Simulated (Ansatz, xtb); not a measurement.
BBrH3Si−: which of two structures lies lower

Structure a is a singlet given by its coordinates and structure b is a singlet given by its coordinates. Both are isolated ions in the gas phase, relaxed with PBE0-D3(BJ)/def2-SVPD.

a (Å):

```xyz
6

B     0.4271    0.7988    1.3847
Br   -2.3065    0.0387   -0.5403
Si   -0.0577   -0.5929    0.1332
H     1.5686    0.6404    1.8035
H     0.6062    1.0353    0.0681
H    -0.2456    1.6927    1.8625
```

Close contacts (Å): B1–Si3 1.93, Br2–Si3 2.43, B1–H4 1.23, B1–H5 1.35, B1–H6 1.22, Si3–H5 1.76.

b (Å):

```json
{"atom": "B", "x (Å)": "-0.4019", "y (Å)": "0.4276", "z (Å)": "-0.7076"}
{"atom": "Br", "x (Å)": "2.9116", "y (Å)": "-1.1057", "z (Å)": "-0.4526"}
{"atom": "Si", "x (Å)": "1.4050", "y (Å)": "0.6941", "z (Å)": "-0.2498"}
{"atom": "H", "x (Å)": "-1.0661", "y (Å)": "1.4504", "z (Å)": "-0.7810"}
{"atom": "H", "x (Å)": "-0.9873", "y (Å)": "-0.6325", "z (Å)": "-0.6051"}
{"atom": "H", "x (Å)": "2.2143", "y (Å)": "1.8014", "z (Å)": "-0.8707"}
```

Close contacts (Å): B1–Si3 1.88, Br2–Si3 2.36, B1–H4 1.22, B1–H5 1.22, Si3–H6 1.51.

Q: Estimate which is lower in electronic energy at CCSD(T)/def2-SVPD + ΔMP2/def2-TZVPPD, and by roughly how much.

A: The CCSD(T)/def2-SVPD + ΔMP2/def2-TZVPPD calculation puts structure a lower, by 0.158 eV.

How the difference moves with the method:

| level | geometry | E(b) − E(a) (eV) | departure from the last row (eV) | job, with rough time for the two |
| --- | --- | --- | --- | --- |
| PBE0-D3(BJ)/def2-SVPD | PBE0-D3(BJ)/def2-SVPD | +0.251 | +0.093 | optimisation, 29 s |
| HF/def2-SVPD | PBE0-D3(BJ)/def2-SVPD | +0.147 | −0.011 | part of the CCSD(T) run |
| MP2/def2-SVPD | PBE0-D3(BJ)/def2-SVPD | +0.250 | +0.092 | part of the CCSD(T) run |
| CCSD(T)/def2-SVPD | PBE0-D3(BJ)/def2-SVPD | +0.195 | +0.037 | single point |
| CCSD(T)/def2-SVPD + ΔMP2/def2-TZVPPD | PBE0-D3(BJ)/def2-SVPD | +0.158 |  | single point, 16 s |

None of the levels shown reverses the order. The largest departure from CCSD(T)/def2-SVPD + ΔMP2/def2-TZVPPD is that of PBE0-D3(BJ)/def2-SVPD, 0.093 eV. Levels run at GFN2-xTB geometries aren't shown. The last row adds to CCSD(T) the change of the MP2 difference between the two basis sets, here −0.037 eV.

With harmonic frequencies from PBE0-D3(BJ)/def2-SVPD (ideal gas, rigid rotor, one conformer each, 298.15 K, 1 atm): the zero-point term adds −0.030 eV; ΔH is +0.139 and ΔG +0.118 eV.

The correlated steps freeze 15 core orbitals; the filled d shell of Br is correlated, in a basis made for valence electrons. Codes used: Ansatz 0.2.0; the last row on 2 threads of Intel(R) Xeon(R) 6975P-C (Granite Rapids) on a shared host.
